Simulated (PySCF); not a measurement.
## Spin states and ions at one geometry of Cs2H2

PySCF 2.14.0, RKS PBE, Cs def2-SVP with ECP46, H def2-SVP; non-relativistic Hamiltonian with scalar-relativistic core potentials where named; density fitting; no spin-orbit coupling; singlets restricted, open shells unrestricted. The geometry is relaxed for charge 0, singlet, vacuum:

```xyz
4

Cs    0.0000    0.0000    2.1275
Cs    0.0000    0.0000   -2.1275
H     1.8367    0.0000    0.0000
H    -1.8367    0.0000    0.0000
```

Energies count from the relaxed state; an electron taken off or put on is at rest in vacuum. Charges and spins are Mulliken's.

```json
{"state": "charge 0, singlet, vacuum", "energy (eV)": "0.00", "spin squared": "0.00", "charge on Cs1 (e)": "0.37", "spin on Cs1 (e)": "0.00", "dipole about the centre of mass (D)": "0.00"}
{"state": "charge +1, doublet, vacuum", "energy (eV)": "5.50", "spin squared": "0.76", "charge on Cs1 (e)": "0.74", "spin on Cs1 (e)": "0.01", "dipole about the centre of mass (D)": "0.00"}
```

Q: What does the state charge 0, triplet, vacuum give?

A: energy (eV) 2.50, spin squared 2.01, charge on Cs1 (e) 0.24, spin on Cs1 (e) 0.49, dipole about the centre of mass (D) 0.01.

With an electron taken off (doublet) the charges change, summed by element, by Cs +0.73 e, H +0.27 e. The vertical ionisation energy is 5.50 eV, against −ε(HOMO) = 3.06 eV of the relaxed state. The level lies 2.4 eV too high, as is usual for semilocal functionals and global hybrids, which keep a self-interaction error.

Open shells may have lower solutions than those found.
